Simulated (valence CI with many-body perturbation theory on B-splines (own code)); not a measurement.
## Sensitivity of CI+MBPT for Ag¹⁶⁺

Computed by configuration interaction combined with many-body perturbation theory (CI+MBPT): three valence electrons over a frozen Dirac-Fock core [Ar] 3d10, a basis of 6 s, 6 p, 5 d, 3 f, 1 g functions for each j, with the one-electron correlation potential Σ1 (screened to all orders), the two-electron term Σ2, the three-electron term Σ3, Breit, model QED; selected single and double excitations, second order for the rest, scaled by the run's own slope (own B-spline code, finite nucleus).

No measured levels were compared; by estimate levels hold to about 250 cm⁻¹ or 0.2 % of their energy and the worst to 1 %, as in measured heavy ions of charge 2 to 7; those with d or f electrons hold less well.

The reference run has the lowest level 4s2.4p 2P°_1/2 and an ionisation energy of 409.277 eV. Its largest variational space holds 3087 state functions.

Names give the largest LS component (configuration and term), which can be under half, so a name can repeat, a term be missing and a line seem to break the LS rules; names also repeat where a configuration has a term twice. Letters in brackets count levels of one name in rising energy.

Changed runs:
A. correlating orbitals by l 3 3 3 2 1 → 4 5 1 2 3
B. box radius (bohr) 6.7416 → 5.18
C. Breit term on → off
D. correlating orbitals by l 3 3 3 2 1 → 2 2 1 1 0; natural orbitals for correlation on → off (bad on purpose)

Excitation energies of the reference run in cm⁻¹, and shifts in cm⁻¹:

```
                 Level  Reference       A         B       C       D
        4s2.4p 2P°_3/2      60316    +8.2      +0.1    +918    -3.9
         4s.4p2 4P_1/2     278180     -62      +0.3    -614    -438
         4s.4p2 4P_3/2     311851     -70      +0.4     +49    -569
         4s.4p2 4P_5/2     333680     -54      +0.4    +280    -423
         4s.4p2 2D_3/2     380192    +9.5      +0.3    +239    +156
         4s.4p2 2D_5/2     402020    -7.5      +0.4    +855     -26
         4s.4p2 2P_1/2     415381     +66      +0.3    -109    +640
         4s.4p2 2S_1/2     475255     +88      +0.3    +808    +811
         4s.4p2 2P_3/2     483091     +76      +0.4    +818    +555
         4s2.4d 2D_3/2     600729     -14      +0.5   +1603    +829
         4s2.4d 2D_5/2     610838     -12      +0.5   +1973    +821
       4p3 4S°_3/2 [a]     691109    +0.3      +0.6    -647     -91
Ionisation energy (eV)    409.277  -0.008  +0.00016  +0.293  -0.054
```
